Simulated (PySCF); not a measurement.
**Electronic absorption of C6H9N**

Species: C6H9N.
SMILES: `C=CC(=C)/C=N\C`

Method used: PySCF 2.14.0, density-fitted response routines, TDDFT wB97X-D/def2-SVPD, vertical, gas phase, core orbitals frozen in the response. The structure is a single PBE0-D3(BJ)/def2-SVP conformer in the gas phase; no vibrational or solvent corrections. Torsions of this conformer, `[CH2:1]=[CH:2][C:3](=[CH2:4])/[CH:5]=[N:6]\[CH3:7]`: C1–C2–C3–C4 -173°, C2–C3–C5–N6 -123°.

```
state  E (eV)  λ (nm)       f  |μ| (D)    main configurations (H = HOMO, L = LUMO)
   S1    4.61   268.7  0.0029     0.41                  H-1→L (46%), H-1→L+1 (38%)
   S2    5.60   221.5   0.248     3.42                    H→L (76%), H-1→L+1 (20%)
   S3    5.66   218.9   0.095     2.10     H-1→L (50%), H-1→L+1 (24%), H→L+1 (13%)
   S4    6.14   201.8   0.204     2.96                  H→L+1 (76%), H-1→L+1 (11%)
   S5    6.57   188.8   0.121     2.21                                 H-2→L (95%)
   S6    7.14   173.6  0.0041     0.39                                 H→L+2 (79%)
   S7    7.34   169.0  0.0052     0.43  H-1→L+2 (61%), H-1→L+3 (10%), H-1→L+4 (9%)
   S8    7.52   165.0   0.013     0.67                    H-3→L (59%), H→L+5 (18%)
   S9    7.67   161.8   0.031     1.03                                 H-4→L (66%)
  S10    7.79   159.1   0.116     1.98     H→L+5 (30%), H-2→L+1 (29%), H-4→L (12%)
```

Triplets, Tamm–Dancoff:

| state | E (eV) | λ (nm) | main configurations (H = HOMO, L = LUMO) |
| --- | --- | --- | --- |
| T1 | 3.23 | 384.1 | H→L (83%) |
| T2 | 3.95 | 313.5 | H-1→L+1 (51%), H-1→L (33%) |
| T3 | 4.63 | 267.7 | H-2→L (28%), H→L+1 (26%), H-2→L+1 (19%) |
| T4 | 5.07 | 244.5 | H-2→L+1 (39%), H-3→L (31%), H→L+5 (11%) |

The lowest singlet comes at 269 nm (445 kJ/mol) in the ultraviolet; it is very weak; its leading configuration is HOMO-1→LUMO (46%). The strongest level in the table is S2 at 5.60 eV (221 nm, f = 0.248). Löwdin shares by element: HOMO carbon 75% or more (atoms not listed hold the other 25%); LUMO carbon 73% or more (atoms not listed hold the other 27%). The listed states span 3.18 eV, and the widest gap between neighbours is 0.98 eV (S1 to S2). Of the 10 states listed, 7 reach f = 0.01 and none stays under 0.0005. The oscillator strengths of these states sum to 0.841; summed over the whole spectrum of an exact calculation they would give the number of electrons, 52 (Thomas–Reiche–Kuhn). The vertical ionisation energy (ΔSCF) is 8.94 eV, 1.15 eV above S10. Only the lowest 10 singlets were computed, as vertical energies without vibronic structure.

Time: 4.3 min. Hardware: Arm Neoverse N1, one thread, shared host.
